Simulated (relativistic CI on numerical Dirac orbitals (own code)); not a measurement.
The spin-orbit constant of Ni⁴⁺ from its measured fine structure

Problem. The ground term 5D of Ni⁴⁺ (3s2.3p6.3d6) has the measured levels J = 0: 2057.6, J = 1: 1871.5, J = 2: 1489.9, J = 3: 889.7, J = 4: 0.0 cm⁻¹ (Corliss and Sugar, J. Phys. Chem. Ref. Data 10, 197 (1981)). Test the interval rule and estimate ζ(3d).

Working.
1. In LS coupling E(J) − E(J − 1) = AJ. The intervals give A = -186.1 (J = 1), -190.8 (J = 2), -200.1 (J = 3), -222.4 (J = 4) cm⁻¹.
2. These values spread by 18 % of their mean, from second-order spin-orbit mixing with other terms and from spin-spin terms.
3. The whole width divided by the sum of the upper J values gives a mean A = -205.8 cm⁻¹.
4. For the Hund term of a shell that is more than half full, A = −ζ/2S with 2S = 4, so ζ = 823 cm⁻¹.

Check. The value calculated from Dirac-Coulomb-Breit radial functions of this configuration is ζ = 795 cm⁻¹, 3 % below the estimate from measurement. The same recipe applied to the calculated levels returns 798 cm⁻¹, which shows the bias of the recipe itself. Where the interval rule fails, the estimate is only rough.
